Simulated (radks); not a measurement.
Question: The nitrogen anion N2-, [He] 2s2 2p5, held by a Watson sphere: a shell of charge +2 at radius R that stands for the Madelung well of a crystal (potential energy -2/R inside, -2/r outside, in hartree with lengths in bohr). All-electron calculation, non-relativistic Kohn-Sham, LDA (Slater exchange, Perdew-Wang correlation), spin-polarised, spherical densities, point nucleus; open shells are filled with parallel spins first. Program: a radial shooting solver on a logarithmic mesh with Libxc functionals. Response by self-consistent Sternheimer equations with the Hartree and adiabatic LDA kernel. The sphere does not respond.

R (bohr)  e(2s down) (eV)  e(2p up) (eV)  e(2p down) (eV)  <r> 2p (bohr)  sum of <r^2> (bohr^2)  X-ray form factor at sin(theta)/lambda = 0.2 1/angstrom  alpha (bohr^3)
1.93              -17.760         -7.859           -6.879          1.703                  23.08                                                    5.047           16.55
2.12              -17.035         -7.300           -6.348          1.768                  24.63                                                    4.942           19.81
2.78              -15.035         -5.661           -4.770          1.987                  30.09                                                    4.705           36.71
3.06              -14.400         -5.107           -4.228          2.083                  32.49                                                    4.648           47.52
3.38              -13.797         -4.568           -3.693          2.198                  35.34                                                    4.606           63.71
3.49              -13.616         -4.404           -3.528          2.239                  36.36                                                    4.595           70.47

Estimate the row for R = 3.98 bohr.

Answer: e(2s down) (eV) -12.938; e(2p up) (eV) -3.792; e(2p down) (eV) -2.895; <r> 2p (bohr) 2.443; sum of <r^2> (bohr^2) 41.18; X-ray form factor at sin(theta)/lambda = 0.2 1/angstrom 4.567; alpha (bohr^3) 111.1.
